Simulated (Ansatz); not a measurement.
Ideal-gas functions of AlGeH4N (`[NH]1[AlH][GeH2]1`) at 600 K and 1 bar, from an Ansatz frequency run at PBE0-D4/def2-TZVP.

Molar mass 117.63 g/mol, point group Cs (symmetry number 1), electronic degeneracy 1, moments of inertia 31.187, 134.748, 159.697 u Å². Harmonic wavenumbers (cm⁻¹, unscaled): 360, 364, 424, 430, 553, 590, 611, 645, 861, 883, 947, 1948, 2090, 2092, 3636.

Use S(trans) = R[1.5 ln M + 2.5 ln T − 1.1517]; rotational temperatures θ = 24.2544 K / I; S(rot) = R[ln(√π/σ · √(T³/θAθBθC)) + 1.5]; for each mode x = 1.438777 ν̃/T, S = R[x/(eˣ − 1) − ln(1 − e⁻ˣ)] and H = RT x/(eˣ − 1); 1 cm⁻¹ = 0.0119627 kJ/mol; R = 8.31446 J/(mol·K).

**Question.** By hand: the entropy, in J/(mol·K).

**Answer.** Translation 182.9. Rotation: θ = 0.7777, 0.18, 0.1519 K, giving 113.0. Vibration, mode by mode: 9.79, 9.70, 8.53, 8.42, 6.55, 6.09, 5.84, 5.47, 3.62, 3.47, 3.08, 0.45, 0.33, 0.33, 0.01, in all 71.7. Electronic 0.0. Sum 367.6 J/(mol·K).

**Question.** By hand: H − E and G − E in kJ/mol, counted from the electronic energy.

**Answer.** Zero-point energy ½ × 16434 × 0.0119627 = 98.3; thermal vibration 25.7; translation, rotation and pV give 4 RT = 20.0. H − E = 144.0 kJ/mol, and G − E = 144.0 − 600 × 367.6/1000 = -76.6 kJ/mol.

Vibration gives 20 % of the entropy.
